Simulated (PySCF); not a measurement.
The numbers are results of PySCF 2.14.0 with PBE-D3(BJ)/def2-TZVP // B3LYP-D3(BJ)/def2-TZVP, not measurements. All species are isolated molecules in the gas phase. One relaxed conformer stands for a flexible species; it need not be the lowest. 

Reference species (SMILES): `BCNB` (neutral, multiplicity 1).

| Property | Result |
|---|---|
| LUMO | -2.68 eV |
| HOMO | -6.54 eV |
| S1 oscillator strength | 0.012 |

Changed species: `BN(B)C`.

Task: Predict the effect on the LUMO, HOMO and S1 oscillator strength.

Result: the LUMO rises by 0.37 eV, to -2.31 eV; the HOMO falls by 0.97 eV, to -7.51 eV; the S1 oscillator strength drops by 0.012, to 0.000.
